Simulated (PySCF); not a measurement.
# Adding and removing an electron: LiSn

r²SCAN; basis Li def2-SVP, Sn def2-SVP with ECP28; scalar-relativistic core potentials; PySCF 2.14. Neutral (UKS): quartet (σ ↑, π ↑↑), Re = 2.589 Å, ωe = 365 cm⁻¹, De = 1.67 eV, HOMO -3.73 eV, LUMO -1.99 eV.

LiSn⁺ (UKS): triplet (σ ↑, π ↑), Re = 3.050 Å, ωe = 202 cm⁻¹, De = 0.74 eV to Li⁺ + Sn. The energies at the minima are -221.85894 hartree for LiSn and -221.63057 for LiSn⁺.

(1) Work out the adiabatic ionisation energy, without and with harmonic zero-point energies (1 hartree = 27.2114 eV, 1 eV = 8065.5 cm⁻¹), and the change of the bond length.

Spin–orbit coupling is left out, which matters for elements this heavy, above all for dissociation energies. For an ion De counts to the pair picked by the measured ionisation energies or electron affinities, which need not be the lowest pair at this level. States were picked by a PBE0 search and need not be the measured ground states.

Answers

(1) At r²SCAN: 0.22837 hartree = 6.214 eV between the minima; the zero-point term (202.0 − 365.0)/2 cm⁻¹ = -0.010 eV makes it 6.204 eV. Re changes by +46.1 pm against the neutral. The electron leaves a π orbital, and the ion is left as a loose complex of an ion and an atom.
